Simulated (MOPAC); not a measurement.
Job for MOPAC: PM6 on HITe (SMILES [TeH]I), a point of a bond scan (R = 5.451 Å).

```
PM6 1SCF PRECISE CHARGE=0 THREADS=1
HITe

Te     0.44277999 1     0.90828797 1     0.91299334 1
H      0.69536625 1     2.07817325 1    -0.24428522 1
I     -1.33787153 1    -2.76901051 1    -2.69530912 1
```

The log:

```
*******************************************************************************
 **                                                                           **
 **                              MOPAC v23.2.5                                **
 **                                                                           **
 *******************************************************************************
 ** MOPAC's Digital Object Identifier: https://doi.org/10.5281/zenodo.6511958 **
 **                                                                           **
 ** Please cite the open-source release paper for use of this MOPAC version:  **
 ** J. E. Moussa and J. J. P. Stewart (2026)                                  **
 ** MOPAC: An open-source semiempirical molecular orbital program             **
 ** J. Open Source Softw., 11(119), 8025, https://doi.org/10.21105/joss.08025 **
 *******************************************************************************

                              PM6 CALCULATION RESULTS

 *******************************************************************************
 *  PM6        - The PM6 Hamiltonian to be used
 *
 *
 *
 *                 CHARGE ON SYSTEM = 0
 *
 *
 *
 *  PRECISE    - TIGHTER CRITERIA TO BE USED
 *  1SCF       - DO 1 SCF AND THEN STOP
 *  THREADS=1  - MULTI-THREADING NOT USED
 *  T=         - A TIME OF 172800.0 SECONDS REQUESTED
 *  DUMP=N     - RESTART FILE WRITTEN EVERY 7200.0 SECONDS REQUESTED
 *******************************************************************************
PM6 1SCF PRECISE CHARGE=0 THREADS=1
 HITe

   ATOM   CHEMICAL          X               Y               Z
  NUMBER   SYMBOL      (ANGSTROMS)     (ANGSTROMS)     (ANGSTROMS)

     1      Te          0.44277999  *   0.90828797  *   0.91299334  *
     2       H          0.69536625  *   2.07817325  *  -0.24428522  *
     3       I         -1.33787153  *  -2.76901051  *  -2.69530912  *



          CARTESIAN COORDINATES

    NO.       ATOM           X           Y           Z

     1        Te          0.4428      0.9083      0.9130
     2         H          0.6954      2.0782     -0.2443
     3         I         -1.3379     -2.7690     -2.6953

 General Reference for PM6:
 "Optimization of Parameters for Semiempirical Methods V: Modification of NDDO Approximations
 and Application to 70 Elements", J. J. P. Stewart, J. Mol. Mod., 13, 1173-1213 (2007)
 URL: https://link.springer.com/article/10.1007/s00894-007-0233-4

           Empirical Formula: H Te I  =     3 atoms



      MOLECULAR POINT GROUP   :   Cs


      RHF CALCULATION, NO. OF DOUBLY OCCUPIED LEVELS = 7



 ALL CONVERGERS ARE NOW FORCED ON
 SHIFT=10, PULAY ON, CAMP-KING ON
 AND ITERATION COUNTER RESET



 -------------------------------------------------------------------------------
 PM6 1SCF PRECISE CHARGE=0 THREADS=1
 HITe



     1SCF WAS SPECIFIED, SO BFGS WAS NOT USED
     SCF FIELD WAS ACHIEVED


                              PM6 CALCULATION
                                                       MOPAC v23.2.5 Linux




          FINAL HEAT OF FORMATION =        116.38593 KCAL/MOL =     486.95872 KJ/MOL


          COSMO AREA              =        138.88 SQUARE ANGSTROMS
          COSMO VOLUME            =        118.43 CUBIC ANGSTROMS

          IONIZATION POTENTIAL    =          8.148973 EV
          HOMO LUMO ENERGIES (EV) =         -8.149 -5.230
          NO. OF FILLED LEVELS    =          7
          MOLECULAR WEIGHT        =        255.5124         POINT GROUP:  Cs

          MOLECULAR DIMENSIONS (Angstroms)

            Atom       Atom       Distance
            I     3    H     2     5.79972
            H     2   Te     1     1.56158
           Te     1    I     3     0.00000


          SCF CALCULATIONS        =          1





   ATOM   CHEMICAL          X               Y               Z
  NUMBER   SYMBOL      (ANGSTROMS)     (ANGSTROMS)     (ANGSTROMS)

     1      Te          0.44277999  *   0.90828797  *   0.91299334  *
     2       H          0.69536625  *   2.07817325  *  -0.24428522  *
     3       I         -1.33787153  *  -2.76901051  *  -2.69530912  *

                             CARTESIAN COORDINATES

   1   Te        0.442779990     0.908287970     0.912993340
   2    H        0.695366250     2.078173250    -0.244285220
   3    I       -1.337871530    -2.769010510    -2.695309120


           Empirical Formula: H Te I  =     3 atoms



      MOLECULAR POINT GROUP   :   Cs


                  EIGENVALUES
 -71.68341 -18.13301 -13.67450  -9.97849  -8.88085  -8.87541  -8.14897  -5.23006
   0.77654 114.44984 114.60511 114.60900 115.08356 115.08356


              NET ATOMIC CHARGES AND DIPOLE CONTRIBUTIONS

  ATOM NO.   TYPE          CHARGE      No. of ELECS.   s-Pop       p-Pop       d-Pop
    1         Te           0.181028        5.8190     1.96452     3.85445
    2          H           0.158304        0.8417     0.84170
    3          I          -0.339332        7.3393     1.99996     5.33933     0.00003
 DIPOLE           X         Y         Z       TOTAL
 POINT-CHG.     3.094     6.883     5.001     9.053
 HYBRID         0.107     0.569    -0.675     0.889
 SUM            3.202     7.452     4.326     9.192


          ATOMIC ORBITAL ELECTRON POPULATIONS

     Atom    s        px        py        pz      x^2-y^2     xz        z^2       yz        xy
    1 Te   1.96452   1.84545   1.05973   0.94927
    2  H   0.84170
    3  I   1.99996   1.93156   1.72011   1.68766   0.00000   0.00000   0.00000   0.00002   0.00001

 **********************
 *                    *
 * JOB ENDED NORMALLY *
 *                    *
 **********************




 == MOPAC DONE ==
```

The run finished.

Cost: roughly 0.28 core-seconds.
